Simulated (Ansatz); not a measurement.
Reaction (ligand exchange at the Al–C bond): `CC1=CC(C)=[O+][Al-]([CH3])([OH])[O]1` + HCl → `CC1=CC(C)=[O+][Al-]([OH])([Cl])[O]1` + CH₄

Calculated with Ansatz (gas phase, PBE0-D4/def2-TZVP geometries, no zero-point term in ΔE). CCSD(T)/CBS is the MP2 limit (def2-TZVPP, def2-QZVPP) plus CCSD(T) − MP2 in def2-TZVPP, frozen cores. This one scheme is used for every species. Functionals use def2-TZVPP. B3LYP here is the variant with VWN-RPA as its local correlation; programs differ in this. HSE06 is defined as in plane-wave codes. Each species was taken in one conformer, which may not be the lowest.

| level | ΔE (kJ/mol) | difference from CCSD(T)/CBS |
| --- | --- | --- |
| LDA (SPW92) | -165.8 | 13.5 |
| PBE-D4 | -169.7 | 9.6 |
| revPBE-D4 | -170.4 | 8.9 |
| BLYP-D4 | -174.0 | 5.3 |
| r2SCAN-D4 | -182.1 | -2.8 |
| PBE0-D4 | -176.5 | 2.8 |
| B3LYP-D4 | -179.2 | 0.1 |
| r2SCANh-D4 | -183.2 | -3.9 |
| r2SCAN0-D4 | -184.7 | -5.4 |
| HSE06-D4 | -176.6 | 2.7 |
| BHLYP-D4 | -188.1 | -8.8 |
| CAM-B3LYP-D4 | -179.6 | -0.3 |
| ωB97X-V | -179.2 | 0.1 |
| ωB97M-V | -177.2 | 2.1 |
| B2PLYP | -180.7 | -1.4 |
| PBE-QIDH | -181.9 | -2.6 |
| revPBE | -170.3 | 9.0 |
| BLYP | -173.3 | 6.0 |
| r2SCAN | -182.3 | -3.0 |
| PBE0 | -176.3 | 3.0 |
| B3LYP | -178.6 | 0.7 |
| r2SCANh | -183.4 | -4.1 |
| r2SCAN0 | -184.9 | -5.6 |
| BHLYP | -186.9 | -7.6 |
| CAM-B3LYP | -179.2 | 0.1 |
| HF/def2-SVP | -200.3 | -21.0 |
| MP2/def2-SVP | -184.0 | -4.7 |
| CCSD/def2-SVP | -182.0 | -2.7 |
| CCSD(T)/def2-SVP | -180.1 | -0.8 |
| HF/def2-TZVPP | -198.4 | -19.1 |
| MP2/def2-TZVPP | -181.0 | -1.7 |
| SCS-MP2/def2-TZVPP | -181.0 | -1.7 |
| CCSD/def2-TZVPP | -178.2 | 1.1 |
| CCSD(T)/def2-TZVPP | -176.2 | 3.1 |
| HF/def2-QZVPP | -198.5 | -19.2 |
| MP2/def2-QZVPP | -182.8 | -3.5 |
| SCS-MP2/def2-QZVPP | -183.0 | -3.7 |
| HF/CBS(def2) | -198.5 | -19.2 |
| MP2/CBS(def2) | -184.0 | -4.7 |
| CCSD/CBS(def2) | -181.3 | -2.0 |
| CCSD(T)/CBS | -179.3 | 0 |

Largest T1 diagnostic among the species: 0.015.

In def2-TZVPP, CCSD(T) changes the Hartree–Fock value by +22.2 kJ/mol (the triples alone add +2.0 kJ/mol) and MP2 by +17.4 kJ/mol. From PBE to PBE0 (25 % exact exchange), in def2-TZVPP and without D4, ΔE moves by −6.8 kJ/mol.

CCSD(T)/CBS has its own doubt, a few kJ/mol and more with outer-core shells, so smaller differences from it don't rank the levels.
